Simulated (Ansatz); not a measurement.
Reaction (ligand exchange at the Si–S bond): `BS[Si](N)(O)F` + HCl → `N[Si](O)(F)Cl` + `BS`

Calculated with Ansatz (gas phase, PBE0-D4/def2-TZVP geometries, no zero-point term in ΔE). CBS: MP2 limit from def2 TZ/QZ plus the TZ coupled-cluster correction, frozen cores. This one scheme is used for every species. Functionals use def2-TZVPP. Each species was taken in one conformer, which may not be the lowest.

```csv
species,BLYP-D4 energy (Eh)
`BS[Si](N)(O)F`,-945.66525
HCl,-460.81454
`N[Si](O)(F)Cl`,-981.63853
`BS`,-424.85951
```

**Question.** Work out ΔE.

**Answer.** ΔE = (-981.63853) + (-424.85951) − (-945.66525) − (-460.81454) = -0.01825 Eh = -47.9 kJ/mol. CCSD(T)/CBS gives -50.9 kJ/mol.

Largest T1 diagnostic among the species: 0.015.

In def2-TZVPP, CCSD(T) changes the Hartree–Fock value by +16.5 kJ/mol (the triples alone add +3.0 kJ/mol) and MP2 by +16.5 kJ/mol. From BLYP to BHLYP (50 % exact exchange), in def2-TZVPP and without D4, ΔE moves by −4.1 kJ/mol. The D4 term adds +7.5 kJ/mol with B3LYP and +4.3 kJ/mol with PBE0; it sums over pairs of atoms, weighted by their polarisabilities, and B3LYP, whose exchange is more repulsive, gets the larger term.

B3LYP here is the variant with VWN-RPA as its local correlation; programs differ in this.
